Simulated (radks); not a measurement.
Values are calculated unless marked as measured or tabulated.
Q: Ge+, 31 electrons, occupied as [Ar] 3d10 4s2 4p1 (the NIST ground configuration). Level of theory: Dirac Kohn-Sham, PBEsol, spin-unpolarised, spherical densities, finite nucleus; open shells are shared between the two j in proportion to 2j + 1; Fermi nuclear charge, rms radius 4.0742 fm (a radial shooting solver on a logarithmic mesh with Libxc functionals). Some entries of the table are withheld. Estimate them.

orbital,occ.,eigenvalue (hartree),<r^2> (bohr^2)
1s1/2,2,-402.6888,0.002976
2s1/2,2,-50.68167,0.05205
2p1/2,2,-45.13035,0.04038
2p3/2,4,-43.96051,0.04187
3s1/2,2,-6.50841,0.4503
3p1/2,2,-4.67895,(1)
3p3/2,4,-4.52172,(2)
3d3/2,4,-1.42151,0.6869
3d5/2,6,-1.39997,0.6971
4s1/2,2,-0.73095,4.710
4p1/2,0.333333,-0.41979,(3)
4p3/2,0.666667,-0.41070,(4)

A: 
(1) 3p1/2 <r^2> (bohr^2): 0.4827
(2) 3p3/2 <r^2> (bohr^2): 0.4990
(3) 4p1/2 <r^2> (bohr^2): 7.349
(4) 4p3/2 <r^2> (bohr^2): 7.572
